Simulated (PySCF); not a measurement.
SMILES F[Si](F)(F)/C=C\[SiH3] (C2H5F3Si2) (GFN2-xTB optimised geometry):

```
12

F     -0.847     0.999    -1.466
Si    -0.481     1.492     0.000
F      1.109     1.492     0.000
F     -0.869     3.033     0.000
C     -1.302     0.586     1.399
C     -1.191    -0.713     1.682
Si    -0.171    -2.001     0.748
H     -1.931     1.205     2.033
H     -1.742    -1.084     2.541
H     -1.109    -3.033     0.294
H      0.531    -1.393    -0.378
H      0.774    -2.571     1.715
```

Level of theory: PySCF 2.14.0 with B3LYP/def2-TZVP.

What are the frontier orbital energies and the dipole moment?

HOMO-2 -10.05 eV, HOMO-1 -9.06 eV, HOMO -8.60 eV, LUMO -1.93 eV, LUMO+1 -0.11 eV; dipole moment 3.24 D.

Meta-Löwdin charges at B3LYP/def2-TZVP: F1 -0.49, Si2 1.64, F3 -0.49, F4 -0.49, C5 -0.39, C6 -0.28, Si7 0.52, H8 0.14, H9 0.13, H10 -0.09, H11 -0.09, H12 -0.09.
